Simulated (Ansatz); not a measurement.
Consider the redistribution: `C[O][GeH]([F])[AlH2]` + `CO[SiH2][SeH]` → `C[O][GeH]([F])[SeH]` + `CO[SiH2][AlH2]`.

Program: Ansatz. Geometries: PBE0-D4/def2-TZVP. ΔE: electronic, gas phase. CCSD(T)/CBS adds triple-zeta CCSD(T) − MP2 to the extrapolated MP2 energy (def2 sets, frozen cores). DFT in def2-TZVPP. B3LYP here is the variant with VWN-RPA as its local correlation; programs differ in this. For Ge, Se outer-core shells are correlated without core-valence functions, which leaves a few kJ/mol of doubt a bond. Scalar relativity is left out up to krypton. One conformer a species, not always the lowest.

```csv
species,B3LYP-D4 energy (Eh)
`C[O][GeH]([F])[AlH2]`,-2536.44131
`CO[SiH2][SeH]`,-2808.17365
`C[O][GeH]([F])[SeH]`,-4695.01121
`CO[SiH2][AlH2]`,-649.59145
```

(1) Work out ΔE.

Largest T1 diagnostic among the species: 0.012.

## Answers

(1) ΔE = (-4695.01121) + (-649.59145) − (-2536.44131) − (-2808.17365) = 0.01230 Eh = +0.33 eV. CCSD(T)/CBS gives +0.36 eV.
